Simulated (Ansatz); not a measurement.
CH6In, that is [InMeH3]- with one electron fewer. The state is a doublet with charge 0. Geometry PBE-D4/def2-TZVPD; atoms count from 1.

```xyz
8

In   -1.014    0.731    0.512
C     1.007   -0.725   -0.508
H     1.392   -1.057    0.454
H     1.492    0.109   -1.014
H     0.374   -1.397   -1.085
H    -1.555    1.240   -1.064
H     0.049    1.759    1.434
H    -1.745   -0.658    1.271
```

In the def2 sets In takes a core potential; there is no spin–orbit coupling.

(1) Estimate the Mulliken populations from the PBE0/def2-TZVPD orbitals of Ansatz.

(2) Where does the spin sit?

## Answers

(1) 
```tsv
atom	charge (e)	spin (α − β)
In1	0.39	0.07
C2	-0.79	0.94
H3	0.29	-0.02
H4	0.29	-0.02
H5	0.29	-0.02
H6	-0.16	0.01
H7	-0.16	0.01
H8	-0.16	0.01
```
Mulliken values depend strongly on the basis. With diffuse functions, as here, like atoms can get unlike values, and bond orders can come out too low or too high.

(2) Summed by element: In 0.07, C 0.94, H -0.01, of 1 unpaired in all. Largest on single atoms: C2 0.94, In1 0.07, H5 -0.02.
